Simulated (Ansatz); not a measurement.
Cost and result for the atomization energy of CH$_{9}$AlOSi$_{2}$, SMILES `C[O][AlH][SiH2][SiH3]` (14 atoms, 13 bonds).

```xyz
14

C     1.297   -0.014    2.068
O     1.207   -1.253    1.429
Al    0.755   -1.743   -0.122
Si    0.051    0.006   -1.688
Si   -1.917    1.028   -0.939
H     0.633    0.010    2.938
H     2.320    0.155    2.420
H     1.023    0.823    1.411
H     0.796   -3.300   -0.394
H     1.090    1.073   -1.799
H    -0.187   -0.528   -3.060
H    -2.396    2.087   -1.869
H    -1.680    1.644    0.396
H    -2.994    0.011   -0.790
```

Charge 0, multiplicity 1. The geometry is a stationary point of PBE0-D4/def2-TZVP. It is one conformer, not always the lowest. Program: Ansatz. All runs use 4 threads of an Intel Xeon Platinum 8259CL on a shared host. Times are those of one run each, without the atoms' runs, and a repeat can differ threefold. Electronic energies, without spin–orbit coupling; frozen cores. CCSD(T)/CBS adds CCSD(T) − MP2 in def2-TZVPP to the MP2 limit, and its time is that of the two runs behind it. T1 = 0.014. B3LYP takes the VWN-RPA correlation (the form of Gaussian; ORCA's B3LYP/G).

CCSD(T)/CBS is a level of theory with its own doubt, some kJ/mol a heavy atom from the limit and from the frozen cores, so smaller differences don't rank the functionals.

```
                             level  functions  wall time  atomization (kJ/mol)  difference from CCSD(T)/CBS  per bond
   PBE-D4/def2-TZVPP (with forces)        314      3.7 s                4480.5                        -13.9      -1.1
                PBE0-D4/def2-TZVPP        314      4.8 s                4443.6                        -50.8      -3.9
r2SCAN-D4/def2-TZVPP (with forces)        314      6.5 s                4492.9                         -1.5      -0.1
 B3LYP-D4/def2-TZVPP (with forces)        314      7.5 s                4479.5                        -14.9      -1.1
                 B2PLYP/def2-TZVPP        314        8 s                4420.9                        -73.5      -5.7
                ωB97X-V/def2-TZVPP        314       12 s                4516.7                         22.3       1.7
  ωB97M-V/def2-TZVPP (with forces)        314       16 s                4483.5                        -10.9      -0.8
                    MP2/def2-QZVPP        594       33 s                4449.0                        -45.4      -3.5
                CCSD(T)/def2-TZVPP        314    8.6 min                4381.2                       -113.2      -8.7
                 CCSD(T)/CBS(def2)          –    9.1 min                4494.4                          0.0       0.0
```

In def2-TZVPP, CCSD(T) changes the Hartree–Fock value by +1021.7 kJ/mol (the triples alone add +48.3 kJ/mol) and MP2 by +1021.9 kJ/mol; breaking electron pairs costs correlation energy, which Hartree–Fock lacks. From PBE to PBE0 (25 % exact exchange), in def2-TZVPP and without D4, the atomization energy moves by −32.9 kJ/mol: exact exchange takes away binding that semilocal exchange gives to molecules. The D4 term adds +48.5 kJ/mol with B3LYP and +26.2 kJ/mol with PBE0; it sums over pairs of atoms, weighted by their polarisabilities, and B3LYP, whose exchange is more repulsive, gets the larger term.
